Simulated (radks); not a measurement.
Results of a calculation; reference values are marked as such.
The rubidium ion Rb+, [Kr]. Code: a radial shooting solver on a logarithmic mesh with Libxc functionals. Model: non-relativistic Kohn-Sham, exchange-only LDA, spin-polarised, spherical densities, point nucleus. Every spin shell is full or empty, so the densities are truly spherical. Functionals are evaluated on that one density, not self-consistently. Rank these exchange functionals by their error against the exact value of the orbitals, and give that value: LDA, PW86, OPTX, AM05, EV93, APBE, SCAN, MS2.

Answer. Exact: -97.5928 hartree. From best to worst, with 100 (|E| - |E exact|)/|E exact| (equal figures are ties): PW86 +0.01, EV93 -0.06, SCAN +0.26, APBE +0.42, MS2 -0.44, OPTX +0.91, AM05 -5.04, LDA -5.47.
